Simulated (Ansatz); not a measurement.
```yaml
crystal:
  periodic: [false, false, false]
  atoms:
    - {symbol: C, position_ang: [0.913347, -1.112771, -0.769320]}
    - {symbol: S, position_ang: [0.812149, -0.810680, 1.021538]}
    - {symbol: Sn, position_ang: [-0.747323, 0.962085, 1.005700]}
    - {symbol: Cl, position_ang: [-2.667236, 0.251040, -0.090211]}
    - {symbol: Cl, position_ang: [0.070939, 2.655432, -0.356556]}
    - {symbol: H, position_ang: [1.285437, -0.234005, -1.294015]}
    - {symbol: H, position_ang: [1.623702, -1.929981, -0.892108]}
    - {symbol: H, position_ang: [-0.052780, -1.415750, -1.170300]}
    - {symbol: H, position_ang: [-1.149834, 1.588430, 2.528173]}
basis:
  gaussian: {orbitals: x2c-TZVPPall}
total_charge: 1
magnetization: {spin_polarized: false, initial_magnetization: 1}
hamiltonian: {xc: {name: HF}}
correlation: {method: mp2}
output: {forces: true}
```

```sh
$ ansatz run in.yaml --threads 2 --pin off --events-out ev --progress --plain --max-ram 32768MiB --backend cpu
```

Output, abridged:

```
Functional definition: HF
1828 factors; integrals over basis functions are off by at most 9.5e-4 eV
mean field evaluation 1: about -205017.5833 eV, gradient 3.5e1 eV
mean field evaluation 2: about -205017.5869 eV, gradient 3.5e1 eV
mean field evaluation 4: about -205021.1197 eV, gradient 8.7e0 eV
mean field evaluation 8: about -205021.4851 eV, gradient 2.8e-1 eV
mean field evaluation 16: about -205021.3321 eV, gradient 3.1e0 eV
mean field evaluation 32: about -205021.4851 eV, gradient 3.2e-1 eV
mean field -205021.48564671 eV, -7534.4006289623 hartree, gradient 2.7e-6 eV, S^2 0.750000; 2 other end points of the search recorded, 0 dependent functions left out
34 core orbitals not correlated: weight in the atoms' cores, before any rotation towards them, 1.000 or more for the frozen orbitals, at most 0.000 for the correlated occupied ones
reference -205021.48564671 eV, -7534.4006289623 hartree; 21, 20 occupied and 218, 219 virtual orbitals, 1828 factors
second order -27.97131709 eV of doubles, -0.09387343 eV of singles
Total energy: -205049.55083722 eV, -7535.4320056905 hartree
Relativity: scalar
Atom 0 at     0.913347    -1.112771    -0.769320 Å, force     0.516383    -0.561046     0.183435 eV/Å
Atom 1 at     0.812149    -0.810680     1.021538 Å, force     1.013171    -1.240894    -0.817587 eV/Å
Atom 2 at    -0.747323     0.962085     1.005700 Å, force    -2.338805     2.617937    -0.383894 eV/Å
Atom 3 at    -2.667236     0.251040    -0.090211 Å, force     0.856345    -0.112929     0.366752 eV/Å
Atom 4 at     0.070939     2.655432    -0.356556 Å, force     0.045915    -0.823217     0.445782 eV/Å
Atom 5 at     1.285437    -0.234005    -1.294015 Å, force    -0.122835     0.251626     0.187240 eV/Å
Atom 6 at     1.623702    -1.929981    -0.892108 Å, force    -0.066327     0.079722     0.061827 eV/Å
Atom 7 at    -0.052780    -1.415750    -1.170300 Å, force    -0.215512     0.169399     0.196209 eV/Å
Atom 8 at    -1.149834     1.588430     2.528173 Å, force     0.311665    -0.380598    -0.239765 eV/Å
Dipole moment:     0.931430    -1.037053     0.183513 e Å
```

Hardware: 2 threads of a server CPU on a shared host. Wall time 3.6 min, peak host memory 1.4 GiB.
